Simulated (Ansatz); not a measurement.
GeH5PS, SMILES `[PH2][GeH2][SH]` at its PBE0-D4/def2-TZVP geometry, where that method's forces vanish. Total charge 0; spin multiplicity 1.

```xyz
8

P    -1.1367    1.3610    0.4540
Ge   -0.3884   -0.6337   -0.4611
S     1.5866   -1.3200    0.3100
H    -0.6945    1.0207    1.7595
H     0.0663    2.0468    0.1362
H    -0.3293   -0.4718   -1.9907
H    -1.3536   -1.7673   -0.0845
H     2.2496   -0.2357   -0.1235
```

What forces (eV/Å) does PBE-D4/def2-TZVPP give on these atoms in Ansatz? (Estimate.)

Ansatz gave: 
```
P1  -0.373  0.142 -0.085
Ge2 -0.025  0.047 -0.028
S3   0.122 -0.329  0.184
H4   0.089 -0.047  0.180
H5   0.185  0.082 -0.029
H6  -0.011  0.017 -0.173
H7  -0.099 -0.123  0.038
H8   0.113  0.211 -0.088
```
